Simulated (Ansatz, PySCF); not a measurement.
Base molecule (SMILES): B=O (HBO). Geometries: B3LYP-D3(BJ)/def2-TZVP minima from Ansatz (an electronic-structure program). Frequencies are from Ansatz or PySCF. Correlated levels leave the core frozen unless marked. No spin-orbit coupling. Non-relativistic. CBS marks a two-point X^-3 extrapolation of the correlation energy; Hartree-Fock from the larger set. Rows marked 298 K are enthalpies with B3LYP-D3(BJ) harmonic zero-point and thermal terms.

Levels, all with Ansatz: PBE/def2-TZVPD, and a column headed coupled cluster (CCSD(T) or an MP2 limit with a CCSD(T) correction), which has limits of its own: proton affinity at O, 298 K at CCSD(T)/CBS(cc-pV(T+d)Z,cc-pV(Q+d)Z).

| property of the base | coupled cluster | PBE |
|---|---|---|
| proton affinity at O, 298 K (to B=[OH+]) (kcal/mol) | 162.7 | 160.2 |

One change at a time; values at coupled cluster, with the shift from the base at coupled cluster and at PBE:
- H on B replaced by F, giving O=BF: proton affinity at O, 298 K (to [OH+]=BF) 161.3 kcal/mol (-1.4; PBE -0.2).
- H on B replaced by Cl, giving O=BCl: proton affinity at O, 298 K (to [OH+]=BCl) 168.7 kcal/mol (+6.0; PBE +8.4).
